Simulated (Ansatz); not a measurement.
```yaml
crystal:
  periodic: [false, false, false]
  atoms:
    - {symbol: C, position_ang: [-0.581483, 1.798575, 0.173245]}
    - {symbol: C, position_ang: [-0.422453, 0.333416, -0.044181]}
    - {symbol: C, position_ang: [0.705261, -0.374242, 0.110959]}
    - {symbol: Al, position_ang: [0.698962, -2.273722, -0.225200]}
    - {symbol: H, position_ang: [-1.344901, 1.996790, 0.932981]}
    - {symbol: H, position_ang: [-0.924658, 2.290840, -0.742863]}
    - {symbol: H, position_ang: [0.354455, 2.262167, 0.489137]}
    - {symbol: H, position_ang: [-1.331083, -0.184065, -0.360014]}
    - {symbol: H, position_ang: [1.587966, 0.184856, 0.427652]}
    - {symbol: H, position_ang: [-0.679478, -2.924413, -0.678040]}
    - {symbol: H, position_ang: [2.002712, -3.167202, -0.063074]}
basis:
  gaussian: {orbitals: aug-cc-pVDZ}
magnetization: {spin_polarized: true, initial_magnetization: 2}
hamiltonian: {xc: {name: HF}}
correlation: {active_space: {window: {electrons: 6, orbitals: 2}}}
output: {forces: true}
```

```sh
$ ansatz run in.yaml --threads 2 --pin off --events-out ev --progress --plain --max-ram 4352MiB
```

Question: How does Ansatz answer? (Estimate.)

Answer: Ansatz gave: The input was rejected before any iteration.
```
Error: invalid value for `correlation.active_space`: it starts from restricted Hartree–Fock orbitals; set hamiltonian.xc: hf without magnetization.spin_polarized
```
